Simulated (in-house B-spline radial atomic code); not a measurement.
Computed with a B-spline radial atomic code. Model: two electrons, singlet ground state, non-relativistic, full CI in B-splines with partial waves to l = 8 (at full coupling up to 3e-4 hartree above the limit, correlation up to 0.6 % small), density held at that of full coupling by Lieb maximisation.

W(λ) is the mean repulsion in the state of coupling λ less the Hartree energy of the fixed density. Its start is exact exchange, its initial slope is twice the second-order Görling-Levy correlation energy, and its area from 0 to 1 is E_xc. A straight curve means weak, dynamic correlation, and a curve that drops fast and flattens means strong correlation.

Command:
```bash
python run_ac.py task.json out
```
Settings (lengths in bohr, energies in hartree):
```
potential              coulomb
strength               0.898
lmax                   8
wall_radius            0.621
```

Cost of the run: 1.5 s on 1 thread of Intel(R) Xeon(R) Processor @ 2.30GHz, on a shared host.

**W = mean repulsion less Hartree energy, and W of three functionals.**

Given: confinement point charge; nuclear charge 0.898; hard wall radius 0.621 bohr; external potential -Z/r.

Computed: LDA exchange minus exact 406.29 millihartree; PBE exchange minus exact 130.6 millihartree.

| coupling | W xc (hartree) | W xc minus exchange (millihartree) | kinetic minus Kohn-Sham (millihartree) | LDA (PW92) W minus its exchange (millihartree) | PBE W minus its exchange (millihartree) | SCAN W minus its exchange (millihartree) |
| --- | --- | --- | --- | --- | --- | --- |
| 0 | -2.9433 | 0 | 0 | 0 | 0 | 0 |
| 0.02 | -2.9455 | -2.13 | 0 | -14.68 | -3.6 | -1.96 |
| 0.05 | -2.9486 | -5.314 | 0.1 | -31.12 | -8.94 | -4.86 |
| 0.12 | -2.956 | -12.677 | 0.8 | -62.12 | -21.11 | -11.53 |
| 0.25 | -2.9695 | -26.121 | 3.2 | -108.13 | -42.66 | -23.61 |
| 0.4 | -2.9846 | -41.27 | 8.2 | -151.99 | -66.05 | -37.13 |
| 0.6 | -3.0042 | -60.879 | 18 | -201.75 | -95.19 | -54.57 |
| 0.8 | ? | ? | ? | ? | ? | ? |
| 1 | ? | ? | ? | ? | ? | ? |
| 1.4 | -3.0764 | -133.09 | 89.5 | -351.62 | -194.99 | -118.75 |
| 2 | -3.1247 | -181.38 | 171.4 | -436.74 | -257.54 | -162.05 |
| 3 | -3.1957 | -252.35 | 347.9 | -550.79 | -346.17 | -226.83 |
| 4.5 | -3.284 | -340.67 | 676.7 | -682.65 | -453.96 | -310.13 |
| 7 | -3.3961 | -452.76 | 1313.6 | -843.3 | -591.15 | -421.68 |
| 10 | -3.4926 | -549.25 | 2125.6 | -981.46 | -713.03 | -524.18 |

Question: What belongs in the row 0.8?

Answer: W xc (hartree): -3.0232; W xc minus exchange (millihartree): -79.842; kinetic minus Kohn-Sham (millihartree): 31.2; LDA (PW92) W minus its exchange (millihartree): -245.06; PBE W minus its exchange (millihartree): -122.39; SCAN W minus its exchange (millihartree): -71.4.

Question: What belongs in the row 1?

Answer: W xc (hartree): -3.0415; W xc minus exchange (millihartree): -98.181; kinetic minus Kohn-Sham (millihartree): 47.7; LDA (PW92) W minus its exchange (millihartree): -283.82; PBE W minus its exchange (millihartree): -147.94; SCAN W minus its exchange (millihartree): -87.68.

Question: What is the SCAN exchange minus exact?

Answer: -14.935 millihartree.

**Energy parts, natural occupations and partial-wave weights.**

Computed: total energy 21.2647 hartree; exchange energy -2.9433 hartree; correlation energy -0.050469 hartree; kinetic part of the DFT correlation energy 0.047713 hartree; initial slope twice GL2 -0.10664 hartree; kinetic part over minus potential part 0.48597; Lieb Oxford ratio E_xc over LDA exchange 1.18.

```csv
natural,occupation of the shell (electrons)
s,1.9974
p,0.0023885
d,0.00011791
s,8.1262e-05
f,?
p,1.5153e-05
```

Question: What belongs in the row f?

Answer: occupation of the shell (electrons): 1.619e-05.

```csv
wave,weight
s,0.99873
p,?
d,6.0894e-05
f,8.6735e-06
g,2.0245e-06
```

Question: What belongs in the row p?

Answer: weight: 0.0012022.

Question: What is the Hartree energy?

Answer: 5.8867 hartree.

Question: What is the Kohn-Sham kinetic?

Answer: 25.7 hartree.

Half-way to full coupling W has made 52 % of its drop, against 50 % for a straight line, and second-order (GL2) theory, half the initial slope, overshoots the correlation energy by about 6 %: correlation is weak here. Over couplings 0 to 1 the errors in E_xc come to about +289 millihartree for LDA, +103 millihartree for PBE, -10 millihartree for SCAN, so SCAN is nearest. In LDA and PBE and SCAN the errors of exchange and correlation have opposite signs, so the sum is smaller than the larger of the two.
